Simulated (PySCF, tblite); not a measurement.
Isomers of [C10H11O]+ (charge +1), one GFN2-xTB conformer each. Single-point energies are computed at PBE0/pcSseg-1 (PySCF, gas phase, no added dispersion term), electronic only.

**Question.** Rank them by PBE0/pcSseg-1 energy, lowest first (kJ/mol).
A. `[CH2:1]=[C:2]([c:3]1[cH:4][cH:5][cH:6][cH:7][o+:8]1)[CH:9]1[CH2:10][CH2:11]1` (charge +1) with C1–C2–C3–C4 174°, C1–C2–C9–C10 -102°
B. `[CH3:1][CH2:2][CH2:3][c:4]1[cH:5][cH:6][cH:7][c:8]([C:9]#[O+:10])[cH:11]1` (charge +1) with C1–C2–C3–C4 180°, C2–C3–C4–C5 85°

**Answer.** B (0.0), A (108.9).

As drawn, the higher has a three-membered ring, which the lower lacks. GFN2-xTB itself gives, in the same order: 0.0, 49.4. Both levels put the same isomer lowest.

**Question.** Which frontier levels and rotational constants go with these structures?

**Answer.** 
```
               SMILES  HOMO (eV, PBE0/pcSseg-1)  LUMO (eV)       A, B, C (MHz)
  CCCc1cccc(C#[O+])c1                    -12.14      -7.74  2086, 583.5, 477.5
C=C(c1cccc[o+]1)C1CC1                    -11.51      -7.46  2581, 743.6, 596.7
```

**Question.** What happens when harmonic zero-point energies from GFN2-xTB frequencies are added?

**Answer.** 
```csv
SMILES,ZPE (kJ/mol),electronic (kJ/mol),with ZPE (kJ/mol)
CCCc1cccc(C#[O+])c1,470.2,0.0,0.0
C=C(c1cccc[o+]1)C1CC1,468.0,108.9,106.8
```

The zero-point energies span 2.2 kJ/mol. The order is unchanged.
